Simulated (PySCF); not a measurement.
# Correlation energy of Zn⁺ (zinc, charge +1)

[Ar] 3d10 4s1, 2S determinant. Computed with PySCF 2.14 in aug-cc-pVTZ-DK (8s7p5d3f2g, 93 functions), with the spin-free X2C one-electron Hamiltonian (Gaussian nucleus). Frozen: [Ar]; 11 electrons correlated.

```tsv
level	correlation energy (mhartree)
CCSD	-437.38
(T)	-13.78
CCSD(T)	-451.16
```

Diagnostics: T1 = 0.012, D1 = 0.0375, largest double amplitude 0.015.

Cost of the coupled-cluster step: roughly 60 core-seconds, for 11 correlated electrons.

Iterations:

```
CC2 = 0
CCSD nocc = (np.int64(6), np.int64(5)), nmo = (84, 84)
frozen orbitals [[0, 1, 2, 3, 4, 5, 6, 7, 8], [0, 1, 2, 3, 4, 5, 6, 7, 8]]
max_cycle = 100
direct = 0
conv_tol = 1e-08
conv_tol_normt = 1e-06
diis_space = 8
diis_start_cycle = 0
Init t2, MP2 energy = -0.484122752277848
Init E_corr(UCCSD) = -0.484122752286147
cycle = 1  E_corr(UCCSD) = -0.422462920899978  dE = 0.0616598314  norm(t1,t2) = 0.0786515
cycle = 2  E_corr(UCCSD) = -0.440957588100309  dE = -0.0184946672  norm(t1,t2) = 0.0318275
cycle = 3  E_corr(UCCSD) = -0.437310863841328  dE = 0.00364672426  norm(t1,t2) = 0.0168562
cycle = 4  E_corr(UCCSD) = -0.437122960995097  dE = 0.000187902846  norm(t1,t2) = 0.00275753
cycle = 5  E_corr(UCCSD) = -0.437365611853494  dE = -0.000242650858  norm(t1,t2) = 0.000583806
cycle = 6  E_corr(UCCSD) = -0.437389781395709  dE = -2.41695422e-05  norm(t1,t2) = 9.66058e-05
cycle = 7  E_corr(UCCSD) = -0.437381059587506  dE = 8.7218082e-06  norm(t1,t2) = 3.63323e-05
cycle = 8  E_corr(UCCSD) = -0.437381594563246  dE = -5.3497574e-07  norm(t1,t2) = 6.59758e-06
cycle = 9  E_corr(UCCSD) = -0.437381943577771  dE = -3.49014525e-07  norm(t1,t2) = 1.39607e-06
cycle = 10  E_corr(UCCSD) = -0.437381971748761  dE = -2.81709897e-08  norm(t1,t2) = 3.50867e-07
cycle = 11  E_corr(UCCSD) = -0.437381962739469  dE = 9.00929237e-09  norm(t1,t2) = 8.73708e-08
UCCSD converged
E(UCCSD) = -1794.417973347812  E_corr = -0.4373819627394686
UCCSD(T) correction = -0.013780463735977
```
